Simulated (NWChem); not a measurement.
System: CH5FGe; SMILES [CH3][GeH2][F]

Input file for NWChem:

```
start job
memory heap 200 mb stack 900 mb global 1100 mb
geometry units angstroms noautoz
  Ge     0.323236     0.102368     0.000678
  C     -0.719220    -1.548331     0.001572
  F     -0.826403     1.444343     0.000520
  H      1.178811     0.271424     1.285580
  H      1.178230     0.270638    -1.284702
  H     -1.357416    -1.596696    -0.901537
  H     -0.039575    -2.423794     0.006381
  H     -1.363407    -1.591529     0.900686
end
basis spherical
  * library 6-31g*
end
dft
  xc pbe0
  iterations 150
  mulliken
end
task dft energy
```

Output (shortened):

```
             Northwest Computational Chemistry Package (NWChem) 7.3.0
             --------------------------------------------------------

 C1  symmetry detected

                             Geometry "geometry" -> ""
                             -------------------------

 Output coordinates in angstroms (scale by  1.889725989 to convert to a.u.)

  No.       Tag          Charge          X              Y              Z
 ---- ---------------- ---------- -------------- -------------- --------------
    1 Ge                  32.0000     0.36024470     0.05246709    -0.00000623
    2 C                    6.0000    -0.74159439    -1.55920072    -0.00002142
    3 F                    9.0000    -0.73979453     1.43539170    -0.00000215
    4 H                    1.0000     1.22101706     0.18981488     1.28520511
    5 H                    1.0000     1.22118447     0.18996956    -1.28507707
    6 H                    1.0000    -1.38085484    -1.58398501    -0.90333254
    7 H                    1.0000    -0.09426157    -2.45881964     0.00466151
    8 H                    1.0000    -1.38719839    -1.57924779     0.89889043

 Effective nuclear repulsion energy (a.u.)     210.0872954991

                                 NWChem DFT Module
                                 -----------------

 Summary of "ao basis" -> "ao basis" (spherical)
 ------------------------------------------------------------------------------
       Tag                 Description            Shells   Functions and Types
 ---------------- ------------------------------  ------  ---------------------
 Ge                          6-31g*                 12       32   5s4p3d
 C                           6-31g*                  6       14   3s2p1d
 F                           6-31g*                  6       14   3s2p1d
 H                           6-31g*                  2        2   2s

            General Information
            -------------------
          SCF calculation type: DFT
          Wavefunction type:  closed shell.
          No. of atoms     :     8
          No. of electrons :    52
           Alpha electrons :    26
            Beta electrons :    26
          Charge           :     0
          Spin multiplicity:     1
          Use of symmetry is: off; symmetry adaption is: off
          Maximum number of iterations: 150
          AO basis - number of functions:    70
                     number of shells:    34
          Convergence on energy requested:  1.00D-06
          Convergence on density requested:  1.00D-05
          Convergence on gradient requested:  5.00D-04

              XC Information
              --------------
                         PBE0 Method XC Functional
                     Hartree-Fock (Exact) Exchange  0.250
          PerdewBurkeErnzerhof Exchange Functional  0.750
            Perdew 1991 LDA Correlation Functional  1.000 local
           PerdewBurkeErnz. Correlation Functional  1.000 non-local

             Grid Information
             ----------------
          Grid used for XC integration:  medium
          Radial quadrature: Mura-Knowles
          Angular quadrature: Lebedev.
          Tag              B.-S. Rad. Rad. Pts. Rad. Cut. Ang. Pts.
          ---              ---------- --------- --------- ---------
          Ge                  1.25      112           8.0       590
          C                   0.70       49           8.0       434
          F                   0.50       49          10.0       434
          H                   0.35       45          10.0       434
          Grid pruning is: on
          Number of quadrature shells:   435
          Spatial weights used:  Erf1

      Superposition of Atomic Density Guess
      -------------------------------------

 Sum of atomic energies:       -2214.54518534

      Non-variational initial energy
      ------------------------------

 Total energy =   -2215.415352
 1-e energy   =   -3504.585947
 2-e energy   =    1079.083300
 HOMO         =      -0.366694
 LUMO         =       0.043767

     ---------------------------------------------
      Total Density - Mulliken Population Analysis
     ---------------------------------------------

    Atom       Charge   Shell Charges
 -----------   ------   -------------------------------------------------------
    1 Ge  32    31.13   2.00  2.00  6.00  2.00  5.99  1.11  1.48  0.15  0.25  6.89  2.96  0.29
    2 C    6     6.90   2.00  0.72  2.05  0.70  1.40  0.02
    3 F    9     9.69   2.00  0.96  3.49  1.01  2.23  0.01
    4 H    1     1.01   0.45  0.57
    5 H    1     1.01   0.45  0.57
    6 H    1     0.75   0.45  0.30
    7 H    1     0.74   0.45  0.29
    8 H    1     0.75   0.45  0.30

   convergence    iter        energy       DeltaE   RMS-Dens  Diis-err
 ---------------- ----- ----------------- --------- --------- ---------
 d= 0,ls=0.0,diis     1  -2217.2221409142 -2.43D+03  1.80D-02  5.35D-01
 d= 0,ls=0.0,diis     2  -2217.1673171314  5.48D-02  9.60D-03  1.37D+00
 d= 0,ls=0.0,diis     3  -2217.2869840449 -1.20D-01  9.54D-04  1.05D-02
 d= 0,ls=0.0,diis     4  -2217.2876291435 -6.45D-04  4.06D-04  1.32D-03
 d= 0,ls=0.0,diis     5  -2217.2877560122 -1.27D-04  1.14D-04  1.55D-04
  Resetting Diis
 d= 0,ls=0.0,diis     6  -2217.2877769439 -2.09D-05  1.19D-05  2.11D-06
 d= 0,ls=0.0,diis     7  -2217.2877770901 -1.46D-07  6.79D-06  2.35D-07

         Total DFT energy =    -2217.287777090051
      One electron energy =    -3506.629151030569
           Coulomb energy =     1175.650612848703
    Exchange-Corr. energy =      -96.396534407312
 Nuclear repulsion energy =      210.087295499126

 Numeric. integr. density =       52.000017882185

                       DFT Final Molecular Orbital Analysis
                       ------------------------------------

 Vector   24  Occ=2.000000D+00  E=-3.956307D-01
              MO Center= -6.0D-01,  7.5D-01,  3.3D-04, r^2= 2.2D+00
   Bfn.  Coefficient  Atom+Function         Bfn.  Coefficient  Atom+Function
  ----- ------------  ---------------      ----- ------------  ---------------
    49      0.419349  3 F  px                50      0.342236  3 F  py
    53      0.296694  3 F  px                54      0.240720  3 F  py
    35     -0.194675  2 C  px                11      0.182857  1 Ge px
    12      0.171010  1 Ge py                70      0.082837  8 H  s
    66      0.081191  6 H  s                 39     -0.080460  2 C  px

 Vector   25  Occ=2.000000D+00  E=-3.340592D-01
              MO Center=  4.6D-01,  4.4D-01, -1.2D-04, r^2= 2.9D+00
   Bfn.  Coefficient  Atom+Function         Bfn.  Coefficient  Atom+Function
  ----- ------------  ---------------      ----- ------------  ---------------
    51     -0.365587  3 F  pz                13      0.341751  1 Ge pz
    55     -0.274998  3 F  pz                62      0.268261  4 H  s
    64     -0.268265  5 H  s                 61      0.207107  4 H  s
    63     -0.207120  5 H  s                  9     -0.141747  1 Ge pz
    37     -0.084411  2 C  pz                21      0.078704  1 Ge d  1

 Vector   26  Occ=2.000000D+00  E=-3.246892D-01
              MO Center= -2.1D-01, -3.6D-01,  7.8D-05, r^2= 3.1D+00
   Bfn.  Coefficient  Atom+Function         Bfn.  Coefficient  Atom+Function
  ----- ------------  ---------------      ----- ------------  ---------------
    36      0.303851  2 C  py                11     -0.275051  1 Ge px
    12     -0.252361  1 Ge py                49      0.233848  3 F  px
    50      0.218891  3 F  py                35      0.205474  2 C  px
    40      0.181834  2 C  py                53      0.177721  3 F  px
    54      0.166343  3 F  py                39      0.144284  2 C  px

 Vector   27  Occ=0.000000D+00  E= 1.892487D-02
              MO Center=  5.0D-01,  3.8D-02, -1.8D-04, r^2= 4.2D+00
   Bfn.  Coefficient  Atom+Function         Bfn.  Coefficient  Atom+Function
  ----- ------------  ---------------      ----- ------------  ---------------
    16      0.745171  1 Ge py                15     -0.439784  1 Ge px
    52     -0.395311  3 F  s                 12      0.362435  1 Ge py
    10     -0.316473  1 Ge s                 11     -0.238305  1 Ge px
    14     -0.226478  1 Ge s                 38      0.215504  2 C  s
    68      0.204834  7 H  s                 49     -0.148889  3 F  px

 Vector   28  Occ=0.000000D+00  E= 5.923366D-02
              MO Center= -1.6D-01, -4.5D-01, -3.6D-04, r^2= 5.6D+00
   Bfn.  Coefficient  Atom+Function         Bfn.  Coefficient  Atom+Function
  ----- ------------  ---------------      ----- ------------  ---------------
    38      1.407342  2 C  s                 15      0.755622  1 Ge px
    16      0.645631  1 Ge py                14     -0.631597  1 Ge s
    10      0.310383  1 Ge s                 66     -0.278616  6 H  s
    70     -0.277106  8 H  s                 40      0.267697  2 C  py
    68     -0.256972  7 H  s                 34      0.165260  2 C  s

 Vector   29  Occ=0.000000D+00  E= 8.739579D-02
              MO Center=  7.4D-01, -5.5D-02, -8.6D-04, r^2= 3.5D+00
   Bfn.  Coefficient  Atom+Function         Bfn.  Coefficient  Atom+Function
  ----- ------------  ---------------      ----- ------------  ---------------
    10      1.381575  1 Ge s                 62      0.684518  4 H  s
    64      0.685131  5 H  s                 11     -0.506343  1 Ge px
    38     -0.390774  2 C  s                 14      0.312730  1 Ge s
     6     -0.235897  1 Ge s                 68      0.234710  7 H  s
    15     -0.233538  1 Ge px                40      0.206981  2 C  py

     ---------------------------------------------
      Total Density - Mulliken Population Analysis
     ---------------------------------------------

[...]
```

Level: PBE0/6-31G* (spherical d). Geometry: optimised at PBE-D3(BJ)/def2-SVP.
